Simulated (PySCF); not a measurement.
Sb(Cl)3 cation (Cl₃Sb), SMILES [Cl][Sb]([Cl])[Cl] (connectivity only; charge and spin as stated), charge +1, multiplicity 2.

Coordinates come from a PBE-D3(BJ)/def2-SVP optimisation. The multiplicity is an assumed one; other spin states were not compared. The isomer is the one that the SMILES or the coordinates give; other isomers of the formula were not compared. The def2 effective core potentials stand for the cores of Sb; spin–orbit coupling is left out.

Computed with PySCF with PBE-D3(BJ)/def2-SVP.

Frequencies are harmonic and unscaled.

Modes within 1.5 cm⁻¹ of each other (mostly degenerate sets) share a row, with their intensities summed.

```json
[
 {"mode": "1–2", "ν (cm⁻¹)": "102", "IR (km/mol)": "2.4", "moving atoms (share of kinetic energy)": "Cl 89 %, Sb 11 %"},
 {"mode": "3", "ν (cm⁻¹)": "109", "IR (km/mol)": "1.8", "moving atoms (share of kinetic energy)": "Cl 64 %, Sb 36 %"},
 {"mode": "4", "ν (cm⁻¹)": "343", "IR (km/mol)": "1.9", "moving atoms (share of kinetic energy)": "Cl 89 %, Sb 11 %"},
 {"mode": "5–6", "ν (cm⁻¹)": "364", "IR (km/mol)": "30.2", "moving atoms (share of kinetic energy)": "Cl 72 %, Sb 28 %"}
]
```
